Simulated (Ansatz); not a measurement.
One change: `C=[C](C)[AlH2]` becomes `C=C(C)C=S`.

Ansatz, PBE0-D4/def2-TZVP geometries, multiplicity 1. Each molecule was computed in one conformer, which needn't be the lowest.

```csv
property,`C=[C](C)[AlH2]`
size of the dipole moment (B3LYP/def2-TZVPP) / D,0.86
"ideal-gas entropy at 298 K and 1 bar (rigid rotor, harmonic PBE0-D4/def2-TZVP) / J/(mol·K)",323
HOMO–LUMO gap (B3LYP/def2-TZVPP) / eV,5.65
HOMO energy (ωB97M-V/def2-TZVPP) / eV,-9.86
HOMO energy (B3LYP/def2-TZVPP) / eV,-7.42
HOMO energy (PBE0/def2-TZVPP) / eV,-7.65
```

Question: Give the same properties after the change, and the shifts. (Estimate.)

Answer: Computed: 
```
                                                                                  property  `C=C(C)C=S`  shift
                                          size of the dipole moment (B3LYP/def2-TZVPP) / D         2.72   1.86
ideal-gas entropy at 298 K and 1 bar (rigid rotor, harmonic PBE0-D4/def2-TZVP) / J/(mol·K)          319     -4
                                                     HOMO–LUMO gap (B3LYP/def2-TZVPP) / eV         3.43  -2.22
                                                     HOMO energy (ωB97M-V/def2-TZVPP) / eV        -8.69   1.17
                                                       HOMO energy (B3LYP/def2-TZVPP) / eV        -6.20   1.22
                                                        HOMO energy (PBE0/def2-TZVPP) / eV        -6.45   1.20
```

With PBE0 the HOMO rises by 1.20 eV and the LUMO falls by 1.05 eV, so the gap narrows by about 2.25 eV. PBE moves the HOMO by 1.34 eV and ωB97M-V by 1.17 eV. Dipoles are sizes alone; their direction can turn.

B3LYP here is the variant with VWN-RPA as its local correlation; programs differ in this.
